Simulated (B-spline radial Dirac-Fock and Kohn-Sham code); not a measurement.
**X-ray form factors of holmium in several charge states**

Method: Dirac-Fock densities. Computed with a radial finite-basis atomic code.

Configurations: Ho³⁴⁺ [Ar] 3d10 4s2 4p3; Ho³⁶⁺ [Ar] 3d10 4s2 4p1; Ho³⁹⁺ [Ar] 3d10; Ho⁴⁰⁺ [Ar] 3d9; Ho⁴¹⁺ [Ar] 3d8. The first column is f₀ of Ho³⁴⁺, the others are differences from it.

```tsv
s (Å⁻¹)	Ho³⁴⁺	Δ Ho³⁶⁺	Δ Ho³⁹⁺	Δ Ho⁴⁰⁺	Δ Ho⁴¹⁺
0	33.000	-2.000	-5.000	-6.000	-7.000
0.1	32.835	-1.961	-4.908	-5.904	-6.899
0.2	32.349	-1.849	-4.640	-5.622	-6.605
0.3	31.571	-1.673	-4.221	-5.181	-6.143
0.4	30.545	-1.450	-3.685	-4.616	-5.548
0.5	29.323	-1.198	-3.077	-3.971	-4.868
0.7	26.527	-0.689	-1.826	-2.628	-3.437
0.9	23.610	-0.274	-0.779	-1.473	-2.177
1.1	20.868	-0.019	-0.102	-0.683	-1.274
1.4	17.342	+0.090	+0.233	-0.181	-0.608
```
